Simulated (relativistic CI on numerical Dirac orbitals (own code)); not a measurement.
**Bi11+: q coefficients and field-shift factors**

These numbers are calculated, not measured: Dirac-Coulomb-Breit CI, separate exchange-only KLI orbitals for each configuration, derivatives by finite differences, unscaled Slater integrals, QED left out (own radial code, finite nucleus).

CI space (outside the closed core [Kr] 4d10 4f14): 5s2 5p6 5d4, 5s2 5p6 5d3 6s, 5s2 5p6 5d3 5f, 5s2 5p5 5d5, 5s2 5p6 5d2 6s2, 5s 5p6 5d5, 5s2 5p6 5d3 6d, 5s2 5p6 5d2 6p2. Levels of other configurations are missing.

With x = (α/α₀)² − 1 an excitation energy changes as ω = ω₀ + qx; K = 2q/ω₀ is the relative enhancement. Terms are leading LS components, so labels can repeat. The field-shift factor is F = δν/δ⟨r²⟩ for the transition from the lowest level.

Lowest level 5s2 5p6 5d4 3P_0.

```csv
Level,ω₀ (cm⁻¹),q (cm⁻¹),K,F (GHz/fm²)
5s2 5p6 5d4 5D_1,19426.5,29330,3.02,2.23
5s2 5p6 5d4 5D_2,31586.4,40470,2.56,3
5s2 5p6 5d4 3F_4,38022.3,31470,1.66,2.64
5s2 5p6 5d4 5D_3,38211.5,41230,2.16,3.11
5s2 5p6 5d4 5D_0,54052.4,54100,2,4.39
5s2 5p6 5d4 3H_4,57584.8,56970,1.98,4.8
5s2 5p6 5d4 3G_3,62354.1,51080,1.64,4.36
5s2 5p6 5d4 3F_2,62754.8,46160,1.47,4.96
5s2 5p6 5d4 3H_5,68133.7,56390,1.66,5.13
5s2 5p6 5d4 3P_1,69580.0,58520,1.68,5.92
5s2 5p6 5d4 3H_6,73031.0,57430,1.57,5.45
5s2 5p6 5d4 3G_4,77929.9,58740,1.51,4.81
5s2 5p6 5d4 3D_2,79090.0,58230,1.47,5.43
5s2 5p6 5d4 3F_3,79913.2,54470,1.36,4.51
5s2 5p6 5d4 3F_4,88945.5,79910,1.8,6.93
5s2 5p6 5d4 1D_2,94669.5,62980,1.33,7.51
5s2 5p6 5d4 3F_3,95697.8,83250,1.74,7.27
5s2 5p6 5d4 3G_5,102318.4,87410,1.71,7.66
5s2 5p6 5d4 3D_1,102471.9,83120,1.62,6.75
5s2 5p6 5d4 1I_6,105356.2,86010,1.63,8.04
5s2 5p6 5d4 3F_4,107673.6,65830,1.22,6.16
5s2 5p6 5d4 3P_2,111252.2,73260,1.32,7.6
5s2 5p6 5d4 1S_0,113466.8,83460,1.47,6.87
```

At this charge energies of transitions that change n are usually good to better than 1 %, and those within a shell (Δn = 0) to a few per cent. Terms inside the open d or f shell come out 10 to 20 % too wide with unscaled integrals. Levels and lines within the n = 5 or 6 shells can be off by up to 10 % or somewhat more, and those that change n by about 2 %, since core polarisation is missing.
